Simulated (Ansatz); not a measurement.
`[OH][Sc]([F])[O][SiH3]` + H–F → `[OH][Sc]([F])[F]` + `O[SiH3]`  (ligand exchange at the Sc–O bond)

Calculated with Ansatz (gas phase, PBE0-D4/def2-TZVP geometries, no zero-point term in ΔE). CCSD(T)/CBS adds triple-zeta CCSD(T) − MP2 to the extrapolated MP2 energy (def2 sets, frozen cores). This one scheme is used for every species. Functionals use def2-TZVPP. For Sc outer-core shells are correlated without core-valence functions, which leaves a few kJ/mol of doubt a bond. Scalar relativity is left out up to krypton. One conformer a species, not always the lowest.

`[OH][Sc]([F])[O][SiH3]`:

Cartesian coordinates in Å:
```
O -0.686 2.456 1.278
Sc -1.057 1.214 -0.049
F -2.480 1.475 -1.203
O 0.004 -0.338 -0.256
Si 0.948 -1.658 -0.399
H -0.487 3.087 1.962
H 1.217 -2.254 0.939
H 0.290 -2.688 -1.248
H 2.251 -1.294 -1.022
```

H–F:

Z-matrix (Å, degrees):
```
F
H 1 0.920
```

`[OH][Sc]([F])[F]`:

Cartesian coordinates in Å:
```
O -1.125 -0.497 0.414
Sc 0.480 0.212 -0.177
F 1.968 0.218 0.919
F 0.628 0.928 -1.874
H -1.951 -0.861 0.718
```

`O[SiH3]`:

Cartesian coordinates in Å:
```
O 0.840 -0.775 0.580
Si -0.359 0.109 -0.124
H 1.732 -0.428 0.543
H -0.486 1.456 0.497
H -1.607 -0.661 0.085
H -0.120 0.298 -1.581
```

| species | BHLYP energy (Eh) |
| --- | --- |
| `[OH][Sc]([F])[O][SiH3]` | -1303.16387 |
| H–F | -100.45182 |
| `[OH][Sc]([F])[F]` | -1036.46481 |
| `O[SiH3]` | -367.16313 |

(1) Work out ΔE.

Largest T1 diagnostic among the species: 0.017.

## Answers

(1) ΔE = (-1036.46481) + (-367.16313) − (-1303.16387) − (-100.45182) = -0.01225 Eh = -32.2 kJ/mol. CCSD(T)/CBS gives -16.8 kJ/mol.

From PBE to PBE0 (25 % exact exchange), in def2-TZVPP and without D4, ΔE moves by +5.2 kJ/mol. Leaving LDA and LC-ωPBE aside and taking each functional with its dispersion term where it has one, the values, not all of them listed here, spread over 9.2 kJ/mol, from PBE-D4 to BHLYP-D4. LDA lies +5.1 kJ/mol from PBE without D4.
